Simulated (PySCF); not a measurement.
Molfile (atoms numbered from 1):
```
CH7NSi3
     RDKit          3D

 12 11  0  0  0  0  0  0  0  0999 V2000
    2.8408    1.5009    0.1872 N   0  0  0  0  0  0  0  0  0  0  0  0
    2.2933    0.4785    0.2241 C   0  0  0  0  0  0  0  0  0  0  0  0
    1.3373   -1.1185    0.2421 Si  0  0  0  0  0  4  0  0  0  0  0  0
   -0.6200   -0.7136   -0.9831 Si  0  0  0  0  0  4  0  0  0  0  0  0
   -1.6741    1.1576   -0.0416 Si  0  0  0  0  0  4  0  0  0  0  0  0
    1.0429   -1.4248    1.6718 H   0  0  0  0  0  0  0  0  0  0  0  0
    2.2243   -2.1697   -0.3324 H   0  0  0  0  0  0  0  0  0  0  0  0
   -1.4873   -1.9302   -0.9040 H   0  0  0  0  0  0  0  0  0  0  0  0
   -0.2403   -0.4636   -2.4077 H   0  0  0  0  0  0  0  0  0  0  0  0
   -1.9891    0.8634    1.3895 H   0  0  0  0  0  0  0  0  0  0  0  0
   -0.7470    2.3250   -0.1178 H   0  0  0  0  0  0  0  0  0  0  0  0
   -2.9396    1.4671   -0.7730 H   0  0  0  0  0  0  0  0  0  0  0  0
  1  2  3  0
  2  3  1  0
  3  4  1  0
  4  5  1  0
  3  6  1  0
  3  7  1  0
  4  8  1  0
  4  9  1  0
  5 10  1  0
  5 11  1  0
  5 12  1  0
M  END
```

All values are calculated (PySCF 2.14): CAM-B3LYP/pcSseg-2 with gauge-including orbitals, PBE0-D3(BJ)/def2-SVP structure. Relativity neglected, fast rotation and ring inversion assumed for equivalent nuclei, no solvent, one conformer.

Shifts are taken against calculated references (same method and geometry level): $^{13}$C (σ = 182.55 ppm) and $^{1}$H (σ = 31.34 ppm) and $^{29}$Si (σ = 328.96 ppm) vs TMS; NH3 for $^{15}$N (σ = 261.83 ppm).

| atoms | nucleus | count | δ (ppm) |
| --- | --- | --- | --- |
| Si5 | $^{29}$Si | 1 | -110.3 |
| Si4 | $^{29}$Si | 1 | -116.5 |
| N1 | $^{15}$N | 1 | 375.6 |
| Si3 | $^{29}$Si | 1 | -96.0 |
| H6/H7 | $^{1}$H | 2 | ? |
| C2 | $^{13}$C | 1 | 129.1 |
| H10/H11/H12 | $^{1}$H | 3 | 3.75 |
| H8/H9 | $^{1}$H | 2 | ? |

Problem. Complete the table.

Solution. 
- H6/H7: 4.20 ppm, hydrogen on a silicon bonded to C, Si
- H8/H9: 3.49 ppm, hydrogen on a silicon bonded to 2 Si

Shifts are as computed, not scaled to solution data. Of 1313 compounds with measured shifts, 239 miss one by over three times the rms of a fit or turn the order of signals round; such compounds aren't used in these exercises. Experimental scales use liquid or dissolved standards, which lie at an offset from isolated NH3 (liquid NH3: subtract about 20 ppm). Unscaled 15N shifts of sp2 nitrogen come out 20 to 40 ppm too high even then.
